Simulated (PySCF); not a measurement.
## Shifts of the heteroatoms

Structure with atom numbers: `[CH3:1][N:2]([SiH3:3])[CH2:4][C:5]#[C:6][C:7](=[O:8])[OH:9]`; H(Xn) means a hydrogen on atom n.

PySCF calculation with geometry from GFN2-xTB and PBE0/pcSseg-1 with gauge-including orbitals; relativity neglected, one conformer, one averaged value for each set of equivalent atoms, gas phase.

Question: Where does ²⁹Si resonate?

Answer: 
| atoms | environment | σ (ppm) | δ (ppm) |
| --- | --- | --- | --- |
| Si3 | silicon bonded to N, 3 H | 393.6 | -43.6 |

Shieldings were converted by a linear fit to measured shifts: ²⁹Si (scatter 8.9 ppm rms, 25.8 ppm with the 6 outliers that the fit left out vs TMS, solution or neat liquid). A few per cent of atoms miss by over 2 rms, more outside the fitted compound classes.

On a 500 MHz spectrometer ²⁹Si resonates near 99.3 MHz, so 1 ppm is 99.3 Hz.

Question: Predict the ¹⁵N NMR data.

Answer: 
```json
{"atoms": "N2", "environment": "nitrogen bonded to 2 C, Si", "σ (ppm)": "247.2", "δ (ppm)": "-375.8"}
```

Shieldings were converted by a linear fit to measured shifts: ¹⁵N: δ = -148.07 − 0.921σ (rms 6.3 ppm, 71 shifts vs CH3NO2, solution or neat liquid). Occasional misses reach two or three times the rms, and more in compound classes unlike the fitted ones.

On a 500 MHz spectrometer ¹⁵N resonates near 50.7 MHz, so 1 ppm is 50.7 Hz.

Question: Predict the ¹⁷O NMR data.

Answer: 
| atoms | environment | σ (ppm) | δ (ppm) |
| --- | --- | --- | --- |
| O8 | carbonyl oxygen | -116.6 | 372.9 |
| O9 | acid hydroxyl oxygen | 119.2 | 158.2 |

Shieldings were converted by a linear fit to measured shifts: ¹⁷O (scatter 10.7 ppm rms, 12.2 ppm with the 3 outliers that the fit left out vs liquid water, solution or neat liquid). A few per cent of atoms miss by over 2 rms, more outside the fitted compound classes.

On a 500 MHz spectrometer ¹⁷O resonates near 67.8 MHz, so 1 ppm is 67.8 Hz.

In solution the two oxygens of a carboxylic acid exchange roles by proton transfer and give one 17O line. Hydrogen bonding in solution shields acid and N–H amide carbonyl oxygens by tens of ppm.
